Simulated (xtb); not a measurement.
H3InO, SMILES [OH][InH2]. All values are semi-empirical tight-binding results from xtb (GFN2-xTB unless named), good for trends rather than for accurate numbers. Geometry: GFN2-xTB.

For metal compounds this method's bond lengths and energies can be far off.

Computed properties:
```json
{
  "point_group_as_xtb_finds_it": "Cs",
  "orbital_gap": "4.56 eV",
  "zero_point_energy": "13.5 kcal/mol",
  "G − E(el) at 298.15 K (modified RRHO)": "-3.2 kcal/mol"
}
```
